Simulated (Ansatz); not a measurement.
Consider the formal hydrolysis of the Si–Si bond: `O[SiH2][SiH](O)S` + H₂O → `O[SiH](O)S` + `O[SiH3]`.

Calculated with Ansatz (gas phase, PBE0-D4/def2-TZVP geometries, no zero-point term in ΔE). CCSD(T)/CBS adds triple-zeta CCSD(T) − MP2 to the extrapolated MP2 energy (def2 sets, frozen cores). This one scheme is used for every species. DFT in def2-TZVPP. One conformer a species, not always the lowest.

`O[SiH2][SiH](O)S`:

```xyz
11

O     1.942    0.885    0.381
Si    1.069   -0.389    0.976
Si   -0.927   -0.487   -0.249
O    -0.373   -0.366   -1.804
S    -2.270    1.095    0.270
H     2.038    0.913   -0.574
H     0.828   -0.099    2.410
H     1.817   -1.675    0.865
H    -1.779   -1.693   -0.058
H    -1.025   -0.234   -2.497
H    -1.322    2.048    0.280
```

H₂O:

```xyz
3

O     0.007    0.078   -0.381
H     0.010   -0.785    0.038
H    -0.017    0.707    0.343
```

`O[SiH](O)S`:

Cartesian coordinates in Å:
```
O 0.701 -0.429 1.223
Si 0.083 0.529 0.043
O -1.500 0.709 0.387
S 0.510 -0.308 -1.876
H 1.538 -0.856 1.032
H 0.668 1.883 -0.013
H -1.950 -0.029 0.802
H -0.051 -1.498 -1.597
```

`O[SiH3]`:

Z-matrix (Å, degrees):
```
Si
O 1 1.648
H 1 1.489 2 111.7
H 1 1.489 2 111.7 3 120.9
H 1 1.481 2 105.9 3 -119.6
H 2 0.957 1 117.9 3 -60.5
```

| level | ΔE (kcal/mol) |
| --- | --- |
| r2SCAN-D4 | -27.3 |
| ωB97M-V | -28.9 |
| SCS-MP2/def2-TZVPP | -30.5 |
| MP2/def2-QZVPP | -29.2 |

Task: What does CCSD(T)/CBS give? (Best estimate.)

Result: The calculation gave: -27.4 kcal/mol. The listed levels differ from it by 0.1, -1.5, -3.1, -1.8 kcal/mol.

Largest T1 diagnostic among the species: 0.012.

In def2-TZVPP, CCSD(T) changes the Hartree–Fock value by +6.4 kcal/mol (the triples alone add +0.9 kcal/mol) and MP2 by +5.1 kcal/mol. The D4 term adds +2.1 kcal/mol with B3LYP and +1.3 kcal/mol with PBE0; it sums over pairs of atoms, weighted by their polarisabilities, and B3LYP, whose exchange is more repulsive, gets the larger term.

B3LYP here is the variant with VWN-RPA as its local correlation; programs differ in this.
